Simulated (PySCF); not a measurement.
H2MoO4, charge -1, doublet, geometry from GFN2-xTB (such geometries of metal compounds can be far from the true shape) (the multiplicity is a formal guess) (core potentials on Mo); DF-HF/def2-SVP run with PySCF.

PySCF was given this input:
```python
from pyscf import gto, scf

mol = gto.Mole()
mol.atom = '''
    Mo    0.15149038    0.00251158    0.01859891
    O     1.26724167   -0.16632926   -1.20631608
    O     0.93177013    0.20278703    1.47629510
    O    -1.24429305   -0.98285415   -0.93786295
    H    -0.91723910   -1.36587719   -1.75472871
    O    -1.46557986    0.93792672    0.60516404
    H    -1.35846784    1.32814787    1.47533361
'''
mol.basis = 'def2-svp'
mol.ecp = {'Mo': 'def2-svp'}
mol.charge = -1
mol.spin = 1
mol.verbose = 4
mol.build()

mf = scf.UHF(mol)
mf.DIIS = scf.ADIIS
mf = mf.density_fit(auxbasis='def2-universal-jkfit')
mf.kernel()
```

Problem. Predict the main parts of the log of this PySCF run.

Solution. 
```
PySCF version 2.14.0

[INPUT] verbose = 4
[INPUT] num. atoms = 7
[INPUT] num. electrons = 49
[INPUT] charge = -1
[INPUT] spin (= nelec alpha-beta = 2S) = 1
[INPUT] symmetry False subgroup None
[INPUT] Mole.unit = angstrom
[INPUT] Symbol           X                Y                Z      unit          X                Y                Z       unit  Magmom
[...]
nuclear repulsion = 225.772059138619
number of shells = 41
number of NR pGTOs = 167
number of NR cGTOs = 97
basis = def2-svp
ecp = {'Mo': 'def2-svp'}

******** <class 'pyscf.df.df_jk.DFUHF'> ********
method = DFUHF
initial guess = minao
damping factor = 0
level_shift factor = 0
DIIS = <class 'pyscf.scf.diis.ADIIS'>
diis_start_cycle = 1
diis_space = 8
diis_damp = 0
SCF conv_tol = 1e-09
SCF conv_tol_grad = None
SCF max_cycles = 50
direct_scf = False
number electrons alpha = 25  beta = 24
Set gradient conv threshold to 3.16228e-05
******** <class 'pyscf.df.df.DF'> ********
auxbasis = def2-universal-jkfit
init E= -359.396878686641

cycle= 1 E= -367.631702499674  delta_E= -8.23  |g|= 0.985  |ddm|= 2.57
cycle= 2 E= -367.665538263758  delta_E= -0.0338  |g|= 0.878  |ddm|= 1.26
cycle= 3 E= -367.948760071487  delta_E= -0.283  |g|= 0.186  |ddm|= 0.673
cycle= 4 E= -367.94547161931  delta_E= 0.00329  |g|= 0.212  |ddm|= 0.334
cycle= 5 E= -367.963514181598  delta_E= -0.018  |g|= 0.0158  |ddm|= 0.15
cycle= 6 E= -367.963906409664  delta_E= -0.000392  |g|= 0.0101  |ddm|= 0.0323
cycle= 7 E= -367.964100937714  delta_E= -0.000195  |g|= 0.00786  |ddm|= 0.0198
cycle= 8 E= -367.964225656768  delta_E= -0.000125  |g|= 0.00695  |ddm|= 0.0148
cycle= 9 E= -367.964315024292  delta_E= -8.94e-05  |g|= 0.00629  |ddm|= 0.0121
cycle= 10 E= -367.964382300626  delta_E= -6.73e-05  |g|= 0.00626  |ddm|= 0.0109
cycle= 11 E= -367.964433858242  delta_E= -5.16e-05  |g|= 0.00615  |ddm|= 0.0102
cycle= 12 E= -367.964473434049  delta_E= -3.96e-05  |g|= 0.00669  |ddm|= 0.0101
cycle= 13 E= -367.964503264462  delta_E= -2.98e-05  |g|= 0.00709  |ddm|= 0.0104
cycle= 14 E= -367.964524712958  delta_E= -2.14e-05  |g|= 0.00819  |ddm|= 0.0112
cycle= 15 E= -367.964546534407  delta_E= -2.18e-05  |g|= 0.00762  |ddm|= 0.0112
cycle= 16 E= -367.96457220949  delta_E= -2.57e-05  |g|= 0.00574  |ddm|= 0.00927
cycle= 17 E= -367.964584119102  delta_E= -1.19e-05  |g|= 0.00628  |ddm|= 0.0087
cycle= 18 E= -367.964599212607  delta_E= -1.51e-05  |g|= 0.00545  |ddm|= 0.00815
cycle= 19 E= -367.964611630396  delta_E= -1.24e-05  |g|= 0.00454  |ddm|= 0.00704
[...]
cycle= 22 E= -367.964634936167  delta_E= -6.05e-06  |g|= 0.00386  |ddm|= 0.00541
cycle= 23 E= -367.964640012316  delta_E= -5.08e-06  |g|= 0.00365  |ddm|= 0.00531
cycle= 24 E= -367.964645754402  delta_E= -5.74e-06  |g|= 0.00298  |ddm|= 0.00459
cycle= 25 E= -367.964649054665  delta_E= -3.3e-06  |g|= 0.00301  |ddm|= 0.00428
cycle= 26 E= -367.964652576867  delta_E= -3.52e-06  |g|= 0.00276  |ddm|= 0.00402
cycle= 27 E= -367.964655658041  delta_E= -3.08e-06  |g|= 0.00229  |ddm|= 0.00354
cycle= 28 E= -367.964657669449  delta_E= -2.01e-06  |g|= 0.00246  |ddm|= 0.00337
cycle= 29 E= -367.964659981284  delta_E= -2.31e-06  |g|= 0.00196  |ddm|= 0.00307
cycle= 30 E= -367.964661623505  delta_E= -1.64e-06  |g|= 0.00194  |ddm|= 0.00275
cycle= 31 E= -367.964662948262  delta_E= -1.32e-06  |g|= 0.00182  |ddm|= 0.00265
cycle= 32 E= -367.964664347895  delta_E= -1.4e-06  |g|= 0.00156  |ddm|= 0.00235
cycle= 33 E= -367.964665273686  delta_E= -9.26e-07  |g|= 0.0015  |ddm|= 0.00218
cycle= 34 E= -367.96466616021  delta_E= -8.87e-07  |g|= 0.00142  |ddm|= 0.00204
cycle= 35 E= -367.964666960191  delta_E= -8e-07  |g|= 0.00119  |ddm|= 0.00183
cycle= 36 E= -367.964667519162  delta_E= -5.59e-07  |g|= 0.00124  |ddm|= 0.00171
cycle= 37 E= -367.96466809574  delta_E= -5.77e-07  |g|= 0.00103  |ddm|= 0.00158
cycle= 38 E= -367.964668545574  delta_E= -4.5e-07  |g|= 0.000993  |ddm|= 0.00142
cycle= 39 E= -367.964668901604  delta_E= -3.56e-07  |g|= 0.000922  |ddm|= 0.00136
cycle= 40 E= -367.964669258373  delta_E= -3.57e-07  |g|= 0.000824  |ddm|= 0.00122
cycle= 41 E= -367.964669517097  delta_E= -2.59e-07  |g|= 0.000763  |ddm|= 0.00113
cycle= 42 E= -367.96466974904  delta_E= -2.32e-07  |g|= 0.000735  |ddm|= 0.00105
cycle= 43 E= -367.964669960095  delta_E= -2.11e-07  |g|= 0.000619  |ddm|= 0.000952
cycle= 44 E= -367.964670115681  delta_E= -1.56e-07  |g|= 0.00063  |ddm|= 0.000884
cycle= 45 E= -367.96467026547  delta_E= -1.5e-07  |g|= 0.000536  |ddm|= 0.000818
cycle= 46 E= -367.964670386556  delta_E= -1.21e-07  |g|= 0.000516  |ddm|= 0.000742
cycle= 47 E= -367.964670478711  delta_E= -9.22e-08  |g|= 0.000491  |ddm|= 0.000715
cycle= 48 E= -367.964670579782  delta_E= -1.01e-07  |g|= 0.000422  |ddm|= 0.000635
cycle= 49 E= -367.964670645142  delta_E= -6.54e-08  |g|= 0.000407  |ddm|= 0.000591
cycle= 50 E= -367.964670708095  delta_E= -6.3e-08  |g|= 0.000391  |ddm|= 0.00056
SCF not converged.
SCF energy = -367.964670708095 after 50 cycles  <S^2> = 0.78998232  2S+1 = 2.0395905
```

The run did not converge; its last values are not results.
